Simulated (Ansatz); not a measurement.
Gas-phase electronic energies from Ansatz, PBE0-D4/def2-TZVP geometries. CCSD(T)/CBS is the MP2 limit (def2-TZVPP, def2-QZVPP) plus CCSD(T) − MP2 in def2-TZVPP, frozen cores. This one scheme is used for every species. Functionals use def2-TZVPP. HSE06 is defined as in plane-wave codes. Each species was taken in one conformer, which may not be the lowest.

Consider the silylene formation by 1,1-elimination: `F/C=N/[SiH2]F` → `N=CF` + `F[SiH]`.

```json
{"level": "LDA (SPW92)", "ΔE (eV)": "3.00"}
{"level": "HSE06-D4", "ΔE (eV)": "2.86"}
{"level": "PBE0", "ΔE (eV)": "2.80"}
{"level": "LC-ωPBE", "ΔE (eV)": "2.92"}
```

(1) What does CCSD(T)/CBS give? (Best estimate.)

Largest T1 diagnostic among the species: 0.015.

Answers

(1) Ansatz gave: +2.79 eV. The listed levels differ from it by 0.21, 0.07, 0.01, 0.13 eV.

At CCSD(T), def2-SVP lies −0.22 eV from the extrapolated value and def2-TZVPP −0.06 eV. The D4 term adds +0.11 eV with B3LYP and +0.06 eV with PBE0; it sums over pairs of atoms, weighted by their polarisabilities, and B3LYP, whose exchange is more repulsive, gets the larger term. From PBE to PBE0 (25 % exact exchange), in def2-TZVPP and without D4, ΔE moves by +0.16 eV.

B3LYP here is the variant with VWN-RPA as its local correlation; programs differ in this.
